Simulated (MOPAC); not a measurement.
MOPAC input (MNDO):

```
MNDO PRECISE GNORM=0.05 LET XYZ UHF MS=0.5 GEO-OK AUX(PRECISION=9) THREADS=1
C2H3F2

C    -1.38192300 1   -0.13927200 1   -0.03950900 1
C     0.07232300 1    0.01276600 1   -0.29983500 1
F     0.83790800 1   -1.01627300 1    0.08872400 1
F     0.61747500 1    1.15976800 1    0.12820400 1
H    -1.57576300 1   -0.17849400 1    1.04003700 1
H    -1.74308100 1   -1.06007200 1   -0.49417900 1
H    -1.92199900 1    0.70614900 1   -0.46213500 1
```

From the output:

```
                                                       MOPAC v23.2.5 Linux

          FINAL HEAT OF FORMATION =        -97.80381 KCAL/MOL =    -409.21116 KJ/MOL

          COSMO AREA              =         90.34 SQUARE ANGSTROMS
          COSMO VOLUME            =         72.14 CUBIC ANGSTROMS

          GRADIENT NORM           =          0.02880          =       0.01088 PER ATOM
          IONIZATION POTENTIAL    =          9.717137 EV
          ALPHA SOMO LUMO (EV)    =         -9.717  2.463
          BETA  SOMO LUMO (EV)    =        -14.504  0.346
          NO. OF ALPHA ELECTRONS  =         13
          NO. OF BETA  ELECTRONS  =         12
          MOLECULAR WEIGHT        =         65.0425         POINT GROUP:  Cs

          MOLECULAR DIMENSIONS (Angstroms)

            Atom       Atom       Distance
            H     7    F     3     3.34521
            F     4    H     6     3.19485
            H     5    F     4     1.52243

          SCF CALCULATIONS        =         27

   ATOM   CHEMICAL          X               Y               Z
  NUMBER   SYMBOL      (ANGSTROMS)     (ANGSTROMS)     (ANGSTROMS)

     1       C         -1.44185944  *  -0.14034544  *  -0.02362010  *
     2       C          0.05393123  *   0.00518556  *  -0.04497239  *
     3       F          0.89144396  *  -1.00531588  *  -0.00029347  *
     4       F          0.68173925  *   1.15599936  *   0.03251940  *
     5       H         -1.80861558  *  -0.19567890  *   1.02281365  *
     6       H         -1.74973960  *  -1.06399737  *  -0.55278484  *
     7       H         -1.92353394  *   0.72592371  *  -0.51905921  *

                             CARTESIAN COORDINATES

   1    C       -1.441859440    -0.140345444    -0.023620103
   2    C        0.053931227     0.005185556    -0.044972388
   3    F        0.891443958    -1.005315882    -0.000293475
   4    F        0.681739253     1.155999355     0.032519402
   5    H       -1.808615576    -0.195678903     1.022813650
   6    H       -1.749739600    -1.063997370    -0.552784844
   7    H       -1.923533937     0.725923714    -0.519059208

           Empirical Formula: C2 H3 F2  =     7 atoms

      MOLECULAR POINT GROUP   :   Cs

          ALPHA EIGENVALUES
 -49.85151 -44.57617 -33.19911 -22.66427 -19.25968 -18.49405 -18.39143 -16.30106
 -15.78538 -14.93048 -14.72890 -14.63018  -9.71714   2.46259   3.12747   3.33446
   4.24496   5.04513   5.17603

           BETA EIGENVALUES
 -49.29994 -44.32682 -33.03117 -22.04593 -19.15752 -18.19443 -17.63516 -15.75900
 -15.51783 -14.76160 -14.73385 -14.50375   0.34600   3.14219   3.18453   3.46036
   4.46907   5.55140   5.55162

              NET ATOMIC CHARGES AND DIPOLE CONTRIBUTIONS

  ATOM NO.   TYPE          CHARGE      No. of ELECS.   s-Pop       p-Pop
    1          C           0.100090        3.8999     1.20377     2.69614
    2          C           0.138389        3.8616     1.20045     2.66116
    3          F          -0.157910        7.1579     1.87425     5.28366
    4          F          -0.157902        7.1579     1.87425     5.28365
    5          H           0.021623        0.9784     0.97838
    6          H           0.027842        0.9722     0.97216
    7          H           0.027868        0.9721     0.97213
 DIPOLE           X         Y         Z       TOTAL
 POINT-CHG.    -2.530    -0.244    -0.103     2.544
 HYBRID         0.163     0.014     0.092     0.188
 SUM           -2.367    -0.229    -0.010     2.378

          ATOMIC ORBITAL ELECTRON POPULATIONS

     Atom    s        px        py        pz
    1  C   1.20377   0.80297   0.94998   0.94319
    2  C   1.20045   0.84465   0.66702   1.14949
    3  F   1.87425   1.73705   1.62184   1.92477
    4  F   1.87425   1.83939   1.52072   1.92353
    5  H   0.97838
    6  H   0.97216
    7  H   0.97213

                    (SZ)    =    0.500000
                    (S**2)  =    0.756040

          ATOMIC ORBITAL SPIN POPULATIONS

    Atom   Total    s     px     py     pz
         Atomic
    1  C -0.0827 -0.007 -0.051 -0.007 -0.018
    2  C  0.9207  0.057  0.026  0.017  0.820
    3  F  0.0543  0.004 -0.007 -0.016  0.074
    4  F  0.0543  0.004 -0.003 -0.020  0.074
    5  H  0.0349  0.035
    6  H  0.0093  0.009
    7  H  0.0092  0.009

 **********************
 *                    *
 * JOB ENDED NORMALLY *
 *                    *
 **********************

 == MOPAC DONE ==
```

The geometry given is a B3LYP-D3(BJ)/def2-TZVP minimum.
